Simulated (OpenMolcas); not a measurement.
N⁺: effect of the level shift or regulariser

```
Program             : OpenMolcas 26.06
Basis               : ANO-RCC-VTZP [4s3p2d1f]
Scalar Hamiltonian  : DKH2, point nucleus
Active space        : 4 electrons in 4 orbitals (2s 2p)
State averaging     : 2S+1 = 3 even, 6 roots; 2S+1 = 1 even, 6 roots; 2S+1 = 5 odd, 1 root; 2S+1 = 3 odd, 9 roots; 2S+1 = 1 odd, 8 roots
Spin-orbit coupling : RASSI with atomic mean-field integrals over the reference wave functions, term energies averaged over their components
```

Methods on the same reference wave functions:
A. CASSCF
B. MS-CASPT2, IPEA 0.25 Eh, imaginary shift 0.1 Eh (closed shells correlated: 1s)
C. MS-CASPT2, IPEA 0.25 Eh, real shift 0.2 Eh (closed shells correlated: 1s)

Energies in cm-1 above 2s2 2p2 3P0, the measured ground level; measured values from NIST Handbook of Basic Atomic Spectroscopic Data.

| Level | A | B | C | Measured |
| --- | --- | --- | --- | --- |
| 2s2 2p2 3P0 | 0.0 | 0.0 | 0.0 | 0.0 |
| 2s2 2p2 3P1 | 44.1 | 44.3 | 44.3 | 48.7 |
| 2s2 2p2 3P2 | 131 | 132 | 132 | 131 |
| 2s2 2p2 1D2 | 17523 | 15370 | 15370 | 15316 |
| 2s2 2p2 1S0 | 30700 | 31910 | 31910 | 32689 |
| 2s 2p3 5S* 2 | 35590 | 43830 | 43790 | 46785 |
| 2s 2p3 3D* 2 | 95680 | 90140 | 90290 | 92250 |
| 2s 2p3 3D* 1 | 95680 | 90140 | 90290 | 92251 |
| 2s 2p3 3D* 3 | 95680 | 90150 | 90290 | 92236 |
| 2s 2p3 3P* 0 | 113096 | 108710 | 108880 | 109223 |
| 2s 2p3 3P* 1 | 113096 | 108710 | 108880 | 109216 |
| 2s 2p3 3P* 2 | 113097 | 108710 | 108880 | 109217 |
| 2s 2p3 1D* 2 | 160602 | 146530 | 146700 | 144188 |
| 2s 2p3 3S* 1 | 167832 | 157870 | 157900 | 155127 |
| 2s 2p3 1P* 1 | 177629 | 164820 | 164980 | 166766 |

Deviations, from unrounded energies. A percentage is the sum of absolute deviations over the sum of measured energies, with the sign that they share, or ± where signs differ.

```json
{"Against measurement": "mean absolute deviation (cm-1)", "Levels": "14", "A": "5500", "B": "1300", "C": "1300"}
{"Against measurement": "fine structure of the ground term (%)", "Levels": "2", "A": "±2.6", "B": "±2.9", "C": "±2.9"}
{"Against measurement": "other terms of the ground configuration (%)", "Levels": "2", "A": "±8.7", "B": "±1.7", "C": "±1.7"}
{"Against measurement": "other configurations (%)", "Levels": "10", "A": "±6.5", "B": "±1.6", "C": "±1.5"}
```

B, C lie about equally close to measurement and A furthest from it. The largest miss of C in the table is 2s 2p3 5S* 2, by -3000 cm-1. The ranking rests on the paired levels alone, and a cruder setting can come out closer through cancelling errors.

Between B and C the level of the table that moves most is 2s 2p3 3P* 0, by 170 cm-1 (lowest in B, highest in C). Moves below CASPT2's spread within the term are not significant.

The mean deviations of B to C differ by less than CASPT2's widest spread within a term (650 cm-1), so their order carries little weight.

From A to B the spin-free energies of the other terms of 2s2 2p2 shown, above 3P, scale by factors of 0.88 to 1.04.

The lowest spin-free term lies below A's lowest term by 0.076 hartree in B, 0.075 hartree in C.

CASPT2 does not keep the components of a term degenerate, so their means are used; among the terms shown or strongly mixed into the levels shown the widest spread is 650 cm-1 (2s 2p3 3D*, B). Without dynamic correlation excited terms often stand tens of per cent too high (terms of higher spin than the ground term too low), and those without a measured partner can miss by more than the paired ones (holds for A). Computed and measured levels are paired by configuration, term and J; levels that our copy of the source lacks, or whose pairing is in doubt (as where it misses far off the trend of its configuration), stay unpaired and out of the deviations. Only configurations of the active space appear. The table leaves out levels that lie high or whose names do not pair safely across all columns.

* marks odd parity.
